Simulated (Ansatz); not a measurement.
`CN[SiH](F)Br` and `CN[SiH](N)F` differ in one atom or group.

Ansatz, PBE0-D4/def2-TZVP geometries, multiplicity 1. Each molecule was computed in one conformer, which needn't be the lowest.

Scalar relativity is left out up to krypton. Spin–orbit coupling is left out; it splits and shifts lone-pair levels of the heavy atoms by tenths of an eV.

```tsv
property	`CN[SiH](F)Br`
HOMO energy (PBE0/def2-TZVPP) / eV	-7.54
size of the dipole moment (ωB97M-V/def2-TZVPP) / D	2.78
HOMO–LUMO gap (ωB97M-V/def2-TZVPP) / eV	12.08
HOMO energy (PBE/def2-TZVPP) / eV	-6.14
size of the dipole moment (B3LYP/def2-TZVPP) / D	2.78
size of the dipole moment (PBE/def2-TZVPP) / D	2.73
```

Question: Give the same properties after the change, and the shifts. (Best estimate.)

Answer: Computed: 
```
                                          property  `CN[SiH](N)F`  shift
                HOMO energy (PBE0/def2-TZVPP) / eV          -7.14   0.40
size of the dipole moment (ωB97M-V/def2-TZVPP) / D           2.11  -0.67
           HOMO–LUMO gap (ωB97M-V/def2-TZVPP) / eV          11.98  -0.10
                 HOMO energy (PBE/def2-TZVPP) / eV          -5.73   0.41
  size of the dipole moment (B3LYP/def2-TZVPP) / D           2.12  -0.66
    size of the dipole moment (PBE/def2-TZVPP) / D           2.10  -0.63
```

Dipoles are sizes alone; their direction can turn.

B3LYP here is the variant with VWN-RPA as its local correlation; programs differ in this.
